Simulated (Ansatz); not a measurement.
System: ReF3, charge 0, multiplicity 5. The spin state was set by rule; other spins were not relaxed. 
Geometry from a B3LYP-D3(BJ)/def2-TZVP (Ansatz, a first-principles code) optimisation:
```
Re
F 1 1.8900
F 1 1.8910 2 137.47
F 1 1.8910 2 137.47 3 180.00
```
Charge 0, spin multiplicity 5.

Dipole moments at this geometry, in debye (magnitudes).

| level | program | dipole (D) |
|---|---|---|
| SVWN5/def2-TZVPD | Ansatz | … |
| PBE/def2-TZVPD | Ansatz | 1.28 |
| r2SCAN/def2-TZVPD | Ansatz | 1.40 |
| BHLYP/def2-TZVPD | Ansatz | 1.74 |
| LC-wPBE/def2-TZVPD | Ansatz | 1.67 |
| CCSD(T)/def2-SVPD | Ansatz | … |

Q: Some entries are withheld; supply them.

A: 
- SVWN5/def2-TZVPD, dipole (D): 1.24
- CCSD(T)/def2-SVPD, dipole (D): 1.69
